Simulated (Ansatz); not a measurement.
Geometry optimisation, RHF/def2-SVP (Ansatz).

Input file:

```yaml
crystal:
  periodic: [false, false, false]
  atoms:
    - { symbol: Hf, position_ang: [0.078487, -0.049539, 0.120183] }
    - { symbol: O, position_ang: [0.156273, 0.077304, 2.129531] }
    - { symbol: H, position_ang: [0.085458, 0.547576, 2.942744] }
    - { symbol: "N", position_ang: [1.836482, 0.40565, -0.768489] }
    - { symbol: H, position_ang: [2.731919, 0.057306, -0.464508] }
    - { symbol: H, position_ang: [1.976934, 1.002792, -1.565279] }
    - { symbol: F, position_ang: [-1.211307, 1.088279, -0.729463] }
    - { symbol: O, position_ang: [-0.523283, -1.98796, -0.290694] }
    - { symbol: H, position_ang: [-1.088873, -2.283397, -0.996389] }
    - { symbol: O, position_ang: [1.323097, -2.576017, 1.726934] }
    - { symbol: Al, position_ang: [0.212585, -3.521399, 0.767669] }
    - { symbol: H, position_ang: [0.890087, -4.413403, -0.362065] }
    - { symbol: H, position_ang: [-1.105565, -4.059282, 1.488263] }
    - { symbol: H, position_ang: [1.011005, -1.957409, 2.407362] }
basis:
  gaussian: { orbitals: def2-SVP }
hamiltonian:
  xc: hf
relax:
  f_tol: 0.03
  max_steps: 50
```

Launched with:

```bash
$ ansatz run input.yaml --threads 4 --pin off --max-ram 5120MiB --backend cpu --events-out ev --progress --plain --runs-dir out
```

Question: Where does it end, and by what steps?

Answer: The forces met the threshold. After 14 steps the energy has fallen by 1.494 eV; H14 moved furthest, 0.67 Å. Joined: Hf1–O10 (3.24 → 2.20 Å).

```csv
step,energy less start (eV),largest force component (eV/Å),accepted
0,0.0000,2.154,yes
1,-0.3096,1.391,yes
2,-0.6871,2.298,yes
3,-1.0926,2.878,yes
4,-1.3522,0.963,yes
5,-1.1523,3.247,no
6,-1.4369,0.272,yes
7,-1.4657,0.386,yes
8,-1.4761,0.369,yes
9,-1.4865,0.283,yes
10,-1.4916,0.036,yes
11,-1.4928,0.054,yes
12,-1.4936,0.120,yes
13,-1.4941,0.078,yes
14,-1.4944,0.022,yes
```

```xyz
14
Properties=species:S:1:pos:R:3
Hf 0.221 -0.302 0.423
O -0.032 0.545 2.150
H -0.141 1.113 2.889
N 1.950 0.240 -0.528
H 2.883 -0.073 -0.324
H 1.994 0.917 -1.271
F -1.034 0.645 -0.717
O -0.771 -2.107 -0.294
H -1.425 -2.122 -0.977
O 1.031 -2.144 1.306
Al 0.073 -3.528 0.535
H 0.923 -4.388 -0.488
H -0.845 -4.251 1.607
H 1.545 -2.216 2.096
```

Whether the end is a true minimum wasn't checked by a vibrational analysis.

The run took 43 s on 4 threads of Arm Neoverse V1, on a shared host, peak memory 0.45 GiB.
